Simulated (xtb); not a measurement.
C6H5Cl, triplet, geometry from GFN2-xTB (a higher spin typed on purpose: for a closed-shell molecule this is an excited state). Base run: xtb 6.7.1 with GFN2-xTB.

Geometry (Å):
```xyz
12

Cl     1.8342     0.1330     0.8598
C      0.6952     0.0639    -0.5191
C     -0.1547     1.2454    -0.5480
C     -1.4658     1.1126    -0.2067
C     -2.0390    -0.1625    -0.0330
C     -1.2709    -1.3243    -0.2455
C      0.0437    -1.2362    -0.5875
H      0.2884     2.2079    -0.7488
H     -2.0991     1.9867    -0.1463
H     -3.0982    -0.2501     0.1494
H     -1.7572    -2.2893    -0.2144
H      0.6336    -2.1092    -0.8176
```
Charge 0, spin multiplicity 3.
All else is at xtb's defaults.
Base energy -19.79100 Eh.

The base run was repeated with changes; each row names its change, and settings that it needs were set with it.

```
change           ΔE vs base (kJ/mol)  dipole (D)  G_solv (kcal/mol)  SCF cycles
---------------  -------------------  ----------  -----------------  ----------
base                            0.00        1.70                  -          13
acc = 0.0001                    0.00        1.70                  -          19
gbsa = water                   -6.57        2.28              -1.92          12
gbsa = methanol               -19.19        2.25              -4.91          12
etemp = 5000                   -35.2        1.58                  -          13
etemp = 3000                   -6.90        1.65                  -          13
file = coord                    0.00        1.70                  -          13
```

ALPB and GBSA are two models with their own fitted parameters for each solvent, which aren't always the measured dielectric constant.
